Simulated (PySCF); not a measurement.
Harmonic spectrum computed at PBE0 in the def2-SVP basis family (core potentials from Rb on, PySCF, no spin–orbit coupling):

```json
{"symmetry": "πu", "ω (cm⁻¹)": "63", "IR (km/mol, summed over degenerate members)": "14.2"}
{"symmetry": "σg+", "ω (cm⁻¹)": "353", "IR (km/mol, summed over degenerate members)": "0.0"}
{"symmetry": "σu+", "ω (cm⁻¹)": "431", "IR (km/mol, summed over degenerate members)": "129"}
```

**Question.** Which molecule gave it? In each, all ligands are bound to the one heavy central atom.
A. TcCl₂ (sextet)
B. CoCl₂ (quartet)
C. ReCl₂ (sextet)
D. RuCl₂ (quintet)

**Answer.** D. It has D∞h symmetry with Ru–Cl 2.255 Å (×2).
